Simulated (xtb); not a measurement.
C₃H₉O₄Si (SMILES CO[Si]([O])(OC)OC), doublet, geometry from GFN2-xTB; xtb 6.7.1 with GFN2-xTB.

The xtb input:
```
$ xtb mol.xyz --gfn 2 --uhf 1 --json

# file mol.xyz
17

C     -0.38600731     2.63494261     0.08122108
O     -0.77907602     1.32178351     0.26334601
Si     0.02308773    -0.02033728    -0.26733647
O      0.15673885    -0.13806654    -1.81490421
O     -0.78554395    -1.26304075     0.45942465
C     -2.10891699    -1.60806063     0.25520816
O      1.45436715     0.03837562     0.55386437
C      2.41437714    -0.95593042     0.59623915
H     -0.40121247     2.88945753    -0.98513455
H     -1.09603470     3.27992005     0.60451915
H      0.62893474     2.79945459     0.45178136
H     -2.77144191    -0.75631175     0.42861827
H     -2.25638820    -1.94539476    -0.77754607
H     -2.35557366    -2.43117231     0.93020689
H      1.98642061    -1.90565089     0.92695156
H      3.20902884    -0.63506673     1.27414093
H      2.84443327    -1.10863799    -0.40068387
```

Output, abridged:

```
   ID    Z sym.   atoms
    1    6 C      1, 6, 8
    2    8 O      2, 4, 5, 7
    3   14 Si     3
    4    1 H      9-17

           -------------------------------------------------
          |                Calculation Setup                |
           -------------------------------------------------

           -------------------------------------------------
          |                 G F N 2 - x T B                 |
           -------------------------------------------------

          ...................................................
          :                      SETUP                      :
          :.................................................:
          :  # basis functions                  47          :
          :  # atomic orbitals                  46          :
          :  # shells                           26          :
          :  # electrons                        49          :
          :  max. iterations                   250          :
          :  Hamiltonian                  GFN2-xTB          :
          :  restarted?                      false          :
          :  GBSA solvation                  false          :
          :  PC potential                    false          :
          :  electronic temp.          300.0000000     K    :
          :  accuracy                    1.0000000          :
          :  -> integral cutoff          0.2500000E+02      :
          :  -> integral neglect         0.1000000E-07      :
          :  -> SCF convergence          0.1000000E-05 Eh   :
          :  -> wf. convergence          0.1000000E-03 e    :
          :  Broyden damping             0.4000000          :
          :  net charge                          0          :
          :  unpaired electrons                  1          :
          ...................................................

 iter      E             dE          RMSdq      gap      omega  full diag
   1    -29.1894368 -0.291894E+02  0.774E+00   10.25       0.0  T
   2    -29.2103355 -0.208986E-01  0.607E+00    8.66       1.0  T
   3    -29.2107606 -0.425089E-03  0.288E+00    9.40       1.0  T
   4    -29.2988470 -0.880865E-01  0.172E+00    9.43       1.0  T
   5    -29.2949824  0.386466E-02  0.126E+00    9.43       1.0  T
   6    -29.2738663  0.211161E-01  0.125E+00    9.47       1.0  T
   7    -29.2963130 -0.224468E-01  0.726E-01    9.55       1.0  T
   8    -29.2984754 -0.216235E-02  0.533E-01    9.57       1.0  T
   9    -29.2963052  0.217016E-02  0.580E-01    9.56       1.0  T
  10    -29.3028000 -0.649477E-02  0.710E-02    9.59       1.0  T
  11    -29.3028602 -0.601930E-04  0.439E-02    9.59       1.0  T
  12    -29.3028801 -0.198945E-04  0.262E-02    9.59       1.0  T
  13    -29.3028893 -0.918737E-05  0.137E-02    9.59       1.8  T
  14    -29.3028921 -0.280779E-05  0.460E-03    9.59       5.3  T
  15    -29.3028924 -0.342653E-06  0.151E-03    9.59      16.0  T
  16    -29.3028924 -0.286450E-07  0.522E-04    9.59      46.5  T
  17    -29.3028924 -0.372017E-08  0.252E-04    9.59      96.1  T

   *** convergence criteria satisfied after 17 iterations ***

         :::::::::::::::::::::::::::::::::::::::::::::::::::::
         ::                     SUMMARY                     ::
         :::::::::::::::::::::::::::::::::::::::::::::::::::::
         :: total energy             -29.071946813045 Eh    ::
         :: gradient norm              0.000067653812 Eh/a0 ::
         :: HOMO-LUMO gap              9.588328784684 eV    ::
         ::.................................................::
         :: SCC energy               -29.302840865424 Eh    ::
         :: -> isotropic ES            0.095184203022 Eh    ::
         :: -> anisotropic ES          0.000145413076 Eh    ::
         :: -> anisotropic XC         -0.004440631022 Eh    ::
         :: -> dispersion             -0.010793410192 Eh    ::
         :: repulsion energy           0.230894052379 Eh    ::
         :: add. restraining           0.000000000000 Eh    ::
[...]
        36                          0.1769390               4.8148
       ...                                ...                  ...
        46                          0.8993817              24.4734
      -------------------------------------------------------------
                  HL-Gap            0.3523646 Eh            9.5883 eV
             Fermi-level           -0.3335065 Eh           -9.0752 eV

     #   Z          covCN         q      C6AA      α(0)
     1   6 C        3.692     0.038    20.113     6.417
     2   8 O        1.621    -0.325    19.466     5.955
     3  14 Si       3.280     0.675   118.286    22.234
     4   8 O        0.771    -0.396    21.641     6.235
     5   8 O        1.621    -0.325    19.466     5.955
     6   6 C        3.692     0.038    20.113     6.417
     7   8 O        1.621    -0.325    19.466     5.955
     8   6 C        3.692     0.038    20.113     6.417
     9   1 H        0.924     0.074     2.047     2.237
    10   1 H        0.924     0.066     2.126     2.280
    11   1 H        0.924     0.054     2.270     2.356
    12   1 H        0.924     0.054     2.270     2.356
    13   1 H        0.924     0.074     2.047     2.237
    14   1 H        0.924     0.066     2.126     2.280
    15   1 H        0.924     0.054     2.270     2.356
    16   1 H        0.924     0.066     2.126     2.280
    17   1 H        0.924     0.074     2.047     2.237

 Mol. C6AA /au·bohr⁶  :       3000.914211
 Mol. C8AA /au·bohr⁸  :      82006.001442
 Mol. α(0) /au        :         86.207803

Wiberg/Mayer (AO) data.
largest (>0.10) Wiberg bond orders for each atom

 ---------------------------------------------------------------------------
     #   Z sym  total        # sym  WBO       # sym  WBO       # sym  WBO
 ---------------------------------------------------------------------------
     1   6 C    3.918 --     2 O    1.031    11 H    0.975    10 H    0.967
                             9 H    0.938
     2   8 O    2.183 --     1 C    1.031     3 Si   0.959
     3  14 Si   4.455 --     4 O    1.594     5 O    0.959     2 O    0.959
                             7 O    0.959
     4   8 O    1.881 --     3 Si   1.594
     5   8 O    2.183 --     6 C    1.031     3 Si   0.959
     6   6 C    3.918 --     5 O    1.031    12 H    0.975    14 H    0.967
                            13 H    0.938
     7   8 O    2.183 --     8 C    1.031     3 Si   0.959
     8   6 C    3.918 --     7 O    1.031    15 H    0.975    16 H    0.967
                            17 H    0.938
     9   1 H    0.960 --     1 C    0.938
    10   1 H    0.986 --     1 C    0.967
    11   1 H    0.991 --     1 C    0.975
    12   1 H    0.991 --     6 C    0.975
    13   1 H    0.960 --     6 C    0.938
    14   1 H    0.986 --     6 C    0.967
    15   1 H    0.991 --     8 C    0.975
    16   1 H    0.986 --     8 C    0.967
    17   1 H    0.960 --     8 C    0.938
 ---------------------------------------------------------------------------

Topologies differ in total number of bonds
Writing topology from bond orders to xtbtopo.mol

molecular dipole:
                 x           y           z       tot (Debye)
 q only:       -0.046       0.041       0.537
   full:       -0.082       0.072       0.950       2.431
molecular quadrupole (traceless):
                xx          xy          yy          xz          yz          zz
 q only:        5.545       0.110       5.573       1.450      -1.277     -11.117
  q+dip:        4.934       0.098       4.959       1.290      -1.136      -9.893
   full:        6.714       0.134       6.747       1.755      -1.546     -13.461

           -------------------------------------------------
          | TOTAL ENERGY              -29.071946813045 Eh   |
          | GRADIENT NORM               0.000067653812 Eh/α |
          | HOMO-LUMO GAP               9.588328784684 eV   |
           -------------------------------------------------

normal termination of xtb
```
